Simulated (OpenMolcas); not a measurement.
**Ni3+: moving or changing the point charges**

Ni3+ among 6 point charges of -1 e arranged as a tetragonal octahedron (D4h), 1.73 Å from the ion, with the axial distance 1.765 Å.

* Program: OpenMolcas 26.06
* Method: SS-CASPT2, IPEA 0.25 Eh, imaginary shift 0.1 Eh (closed shells correlated: 3s 3p)
* Basis: ANO-RCC-VTZP [6s5p3d2f1g]
* Scalar Hamiltonian: DKH2, point nucleus
* Active space: 7 electrons in 5 orbitals (3d)
* State averaging: 2S+1 = 4 even, 10 roots; 2S+1 = 2 even, 40 roots
* Spin-orbit coupling: RASSI with atomic mean-field integrals over the reference wave functions

Runs around this geometry, states (labels of D4, the rotations of D4h). Energies in cm-1 above the lowest state or level, χT in cm3 K/mol.

```json
{"R (Å)": "1.73", "q (e)": "-1", "Axial / equatorial distance": "0.94", "Ground state": "4E", "First state of that spin": "4A2 290", "First gap with spin-orbit (degeneracies)": "390 (2, 2)", "χT at 300 K": "4.268", "First state of another spin": "2B1 19850"}
{"R (Å)": "1.73", "q (e)": "-0.8", "Axial / equatorial distance": "1.02", "Ground state": "4A2", "First state of that spin": "4E 150", "First gap with spin-orbit (degeneracies)": "340 (2, 2)", "χT at 300 K": "4.324", "First state of another spin": "2A1 19950"}
{"R (Å)": "1.59", "q (e)": "-1", "Axial / equatorial distance": "1.02", "Ground state": "4A2", "First state of that spin": "4E 180", "First gap with spin-orbit (degeneracies)": "390 (2, 2)", "χT at 300 K": "3.963", "First state of another spin": "2A1 19840"}
{"R (Å)": "1.73", "q (e)": "-1", "Axial / equatorial distance": "1.02", "Ground state": "4A2", "First state of that spin": "4E 420", "First gap with spin-orbit (degeneracies)": "300 (2, 2)", "χT at 300 K": "4.342", "First state of another spin": "2A1 20000"}
{"R (Å)": "1.9", "q (e)": "-1", "Axial / equatorial distance": "1.02", "Ground state": "4A2", "First state of that spin": "4E 29", "First gap with spin-orbit (degeneracies)": "330 (2, 2)", "χT at 300 K": "4.433", "First state of another spin": "2A1 19860"}
```

The ground state changes within this set.

Roots that are degenerate in the reference are averaged as groups; the widest CASPT2 spread within a group is 66 cm-1 (the 3-fold group of multiplicity 2 near 45500 cm-1 above the lowest state of its run, R = 1.59, q = -1, ratio = 1.02). Shifts and gaps below about the spread of the groups concerned are not significant. Point charges give a weaker field than real ligands, and real ions of this kind are often low spin; the high spin found here belongs to the model. Free-ion shares, where given, are those of the reference states; single-state CASPT2 does not remix them. Spin-orbit coupling mixes the spin-free states strongly: the lowest level takes only 55 % from its leading state, 4E, which lies 150 cm-1 above the lowest spin-free state (figures for R = 1.73, q = -0.8, ratio = 1.02; the like holds for R = 1.59, q = -1, ratio = 1.02, R = 1.73, q = -1, ratio = 1.02, R = 1.9, q = -1, ratio = 1.02). An orbital doublet at a regular site is open to a Jahn-Teller distortion, which this geometry leaves out (holds for R = 1.73, q = -1, ratio = 0.94). The ground term spreads over less than 5000 cm-1, several times less than with real ligands, so orbital moments are less quenched and χT lies further from the spin-only value than at real sites (holds for R = 1.73, q = -0.8, ratio = 1.02; R = 1.9, q = -1, ratio = 1.02). Point charges carry no covalency, so the field is a model and not that of real ligands. No measured value stands beside these numbers.
